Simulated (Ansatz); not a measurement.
Spectroscopic constants of MgBe, multiplicity 3 (an upper state: multiplicity 1 came lower at CCSD(T)/def2-TZVPP on PBE0 minima).

Constants: fifth-degree fit in 1/R to seven points, most abundant isotopes. Runs in def2 and cc sets follow the lowest solution found near the PBE0 minimum.

Correlated levels freeze the inner cores; with def2 sets outer-core shells near the valence are correlated too.

Programs: Ansatz (Gaussian orbitals). 

D_e counts from each atom's lowest state at the same level, without counterpoise or zero-point energy.

| level | r_e (Å) | ω_e (cm⁻¹) | ω_e x_e (cm⁻¹) | D_e (eV) | dipole (D) |
|---|---|---|---|---|---|
| PBE/def2-TZVPP | 2.400 | 437 | 2.8 | -0.82 | 1.66 |
| PBE0/def2-TZVPP | 2.395 | … | 2.7 | -0.88 | 1.73 |
| CCSD/def2-TZVPP | 2.411 | 439 | 2.6 | -1.57 | - |
| CCSD(T)/def2-TZVPP | … | … | 2.6 | -1.50 | - |

Some entries are withheld; supply them.


- CCSD(T)/def2-TZVPP, r_e (Å): 2.414
- CCSD(T)/def2-TZVPP, ω_e (cm⁻¹): 435
- PBE0/def2-TZVPP, ω_e (cm⁻¹): 446

Doubts at one or more of the structures used: a spin-contaminated determinant (CCSD/def2-TZVPP, CCSD(T)/def2-TZVPP).

Ansatz is a program for electronic structure.
